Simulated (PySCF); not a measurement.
Geometries of 2 isomers of C3H9FSi, from PBE0-D3(BJ)/def2-SVP geometry optimisation, gas phase in PySCF. One conformer each, no zero-point energy, no frequencies.

Task: Which isomer lies lower at this level?
A.
```xyz
14
angstrom
C     -0.775   -1.149   -0.034
C      0.044    0.102   -0.280
C     -0.509    1.306    0.457
F     -0.027    0.384   -1.656
Si     1.911   -0.167    0.068
H     -1.826   -0.971   -0.316
H     -0.399   -1.993   -0.632
H     -0.747   -1.437    1.028
H     -1.562    1.469    0.173
H      0.056    2.216    0.208
H     -0.464    1.156    1.546
H      2.125   -0.482    1.515
H      2.409   -1.306   -0.759
H      2.663    1.075   -0.279
```
B.
```xyz
14
angstrom
Si     0.006   -0.005    0.424
F      0.030   -0.006    2.065
C      1.783   -0.014   -0.148
H      2.329    0.850    0.263
H      1.844    0.039   -1.246
H      2.301   -0.930    0.177
C     -0.885    1.548   -0.102
H     -1.922    1.550    0.269
H     -0.917    1.639   -1.200
H     -0.381    2.442    0.296
C     -0.907   -1.546   -0.105
H     -1.942   -1.535    0.270
H     -0.414   -2.450    0.284
H     -0.946   -1.626   -1.203
```

Result: B. That is SiFMe3, `C[Si](C)(C)F`, 68.5 kcal/mol below the other.

```
        SMILES               atoms numbered as above      E (Eh)  relative (kcal/mol)  relative (kJ/mol)  dipole (D)
  C[Si](C)(C)F                                     –  -508.55816                  0.0                0.0        1.94
CC(C)(F)[SiH3]  [CH3:1][C:2]([CH3:3])([F:4])[SiH3:5]  -508.44899                 68.5              286.6        1.68
```
